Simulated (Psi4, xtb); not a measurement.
Two rigid molecules brought together: BF3 ··· O2S (SMILES FB(F)F and O=S=O), singlet. Monomers: optimised at B3LYP-D3(BJ) (def2-TZVP), held rigid. Orientation: lowest of the rigid-body minima from ten starts at GFN2-xTB (searched outside a hard wall at short contacts). The monomers approach along the line of their centres of mass (distance R); nothing else relaxes. The shortest distances reach bonding range, where SAPT0 and rigid monomers are unreliable.

Levels: GFN1-xTB (xtb); PBE/def2-TZVP, counterpoise-corrected (Psi4); SAPT0/jun-cc-pVDZ, frozen core (Psi4).

Interaction energies in kJ/mol:

```json
[
 {"R / Å": "2.53", "GFN1-xTB": "210.05", "PBE/def2-TZVP": "267.98"},
 {"R / Å": "2.78", "GFN1-xTB": "75.69", "PBE/def2-TZVP": "112.30"},
 {"R / Å": "2.95", "GFN1-xTB": "31.06", "PBE/def2-TZVP": "57.93"},
 {"R / Å": "3.16", "GFN1-xTB": "4.62", "PBE/def2-TZVP": "21.17"},
 {"R / Å": "3.34", "GFN1-xTB": "-4.09", "PBE/def2-TZVP": "5.19"},
 {"R / Å": "3.52", "GFN1-xTB": "-6.75", "PBE/def2-TZVP": "-2.74"},
 {"R / Å": "3.85", "GFN1-xTB": "-6.32", "PBE/def2-TZVP": "-7.12"},
 {"R / Å": "4.19", "GFN1-xTB": "-4.75", "PBE/def2-TZVP": "-6.54"},
 {"R / Å": "4.69", "GFN1-xTB": "-3.11", "PBE/def2-TZVP": "-4.21"},
 {"R / Å": "5.37", "GFN1-xTB": "-1.79", "PBE/def2-TZVP": "-2.02"},
 {"R / Å": "6.33", "GFN1-xTB": "-0.83", "PBE/def2-TZVP": "-0.75"},
 {"R / Å": "7.69", "GFN1-xTB": "-0.32", "PBE/def2-TZVP": "-0.26"}
]
```

### Question
What does SAPT0/jun-cc-pVDZ give at the same points?

### Answer
2.53: 219.40; 2.78: 75.67; 2.95: 29.15; 3.16: 0.39; 3.34: -10.42; 3.52: -14.57; 3.85: -14.51; 4.19: -11.27; 4.69: -6.80; 5.37: -3.36; 6.33: -1.41; 7.69: -0.52 (kJ/mol).
